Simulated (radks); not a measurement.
Problem. All-electron calculation, non-relativistic Kohn-Sham, PBE, spin-polarised, spherical densities, point nucleus; open shells are filled with parallel spins first. Program: a radial shooting solver on a logarithmic mesh with Libxc functionals. Response by self-consistent Sternheimer equations with the Hartree and adiabatic LDA kernel. Rank K6+, P2+, Al, Ar5+, S3+, Ca7+, Si+, Cl4+, Sc8+ (NIST ground configurations) by static dipole polarisability, largest first.

Solution. Al 66.57, Si+ 18.97, P2+ 9.112, S3+ 5.275, Cl4+ 3.384, Ar5+ 2.321, K6+ 1.670, Ca7+ 1.245, Sc8+ 0.9555 bohr^3.
